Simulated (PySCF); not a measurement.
# Polarisability and C₆ of Sn⁻ (tin, charge -1)

[Kr] 4d10 5s2 5p3, high-spin 4S determinant. All numbers are calculated (PySCF 2.14, scalar relativity through the core potential, in aug-cc-pV5Z-PP with ECP28MDF (8s8p6d4f3g2h, 139 functions)). Coupled (time-dependent) response in atomic units; α is the mean over directions.

```tsv
method	mean α (bohr³)	C₆ (like pair)	S(−4)
UHF	176.4	3037	15640
```

S(−4) is the Cauchy moment in α(ω) = α(0) + S(−4) ω² + …

α(iu) at UHF:

```csv
u (hartree),α(iu) (bohr³)
0,176.4
0.0500,146.8
0.100,104.7
0.200,56.61
0.300,35.01
0.500,17.36
0.750,9.561
1.00,6.261
1.50,3.493
2.00,2.321
3.00,1.285
5.00,0.5706
```

A single London oscillator, α(iu) = α/(1 + u²/ω²), gives C₆ = (3/4) ω α². Matching the computed C₆ needs ω = 4 × 3037 / (3 × 176.4²) = 0.130 hartree.

For an ion, C₆ is the dispersion term alone; charge-induced terms of lower order in 1/R come first.

Energies and moments cover only the electrons outside the core potential.
